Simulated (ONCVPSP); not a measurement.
# selenium (Se): from the effect back to the setting (ONCV)

Base potential:

```
Element                 : selenium
Generator               : ONCVPSP 4.0.1
Type                    : optimised norm-conserving Vanderbilt (ONCV)
Functional              : PBE
Relativity              : scalar-relativistic
Frozen core             : [Ar]
Valence charge          : 16
Reference configuration : 3d10 4s2 4p3.75 (charge +0.25)
Partial waves           : 4s: rc 1.40 bohr, ncon 4, nbas 9, qcut 4.2 1/bohr, 1 projector; 4p: rc 1.90 bohr, ncon 4, nbas 9, qcut 5 1/bohr, 2 projectors, debl 0.4 Ha; 3d: rc 0.65 bohr, ncon 5, nbas 9, qcut 22.4 1/bohr, local
Local potential         : the d channel
Core correction         : Teter function fitted to the true core (icmod 2), fcfact 0.2
```

Cutoffs, loose and tight: the cutoffs (Ha) at which the residual kinetic energy of the hardest occupied pseudo-wave falls to 1 and 0.1 mHa per electron. They do not see the model core or the augmentation charge, which bear on the density cutoff. Test errors are all-electron minus pseudo excitation energies from the reference, over the configurations 3d10 4s2 4p4; 3d10 4s2 4p3; 3d10 4s2 4p2; 3d9 4s2 4p5; variants that change the core or the reference have their own tests. The largest error is taken over the tests solved by every variant that gives reliable tests at all, those not shown here included: 3d10 4s2 4p2; 3d10 4s2 4p3; 3d10 4s2 4p4.

Only the scale of all radii but the core radius (base = 1) is moved (1 further runs of the sweep failed or gave no value and are left out):

| scale of all radii but the core radius (base = 1) | cutoff, loose | cutoff, tight | bound ghosts | largest test error (meV) |
| --- | --- | --- | --- | --- |
| 0.9 | 255 Ha | 781 Ha | s, p | +15 |
| 1.05 | 217 Ha | 243 Ha | s, p | +6.6 |
| 1.14 | 204 Ha | 226 Ha | s, p | -1.0 |
| 1.2 | 194 Ha | 218 Ha | s, p | -2.7 |
| 1.3 | 182 Ha | 205 Ha | s, p | -7.8 |

Task: One more run gave cutoff, loose: 234 Ha; cutoff, tight: 482 Ha; bound ghosts: s, p; largest test error (meV): +12. Which value of the scale of all radii but the core radius (base = 1) was used?

Result: 0.96. The tight cutoff moves one way along this sweep, from 781 Ha at 0.9 to 205 Ha at 1.3, which places the run between 0.9 and 1.05.
